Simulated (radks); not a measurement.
Problem. The mean radii <r> (bohr) of the occupied orbitals of an atom or ion are listed with their occupations. Calculated with a radial shooting solver on a logarithmic mesh with Libxc functionals: Dirac Kohn-Sham, BLYP, spin-unpolarised, spherical densities, finite nucleus; Fermi nuclear charge, rms radius of each element as measured or else 0.836 A^(1/3) + 0.57 fm.

orbital  occ.     <r>
1s1/2       2  0.1576
2s1/2       2  0.7644
2p1/2       2  0.7061

Name the element and its charge. Open shells, if any, fill j = l - 1/2 first.

Solution. Z = 10, neon, charge +4: Ne4+ in [He] 2s2 2p2. The 1s radius gives Z: for a bare nucleus <r> = (2 gamma + 1)/(2Z) with gamma = sqrt(1 - (Z/c)^2), 0.1497 bohr for Z = 10, and screening makes it slightly larger (0.1576 here). The occupations add up to 6, and the charge is Z minus that.
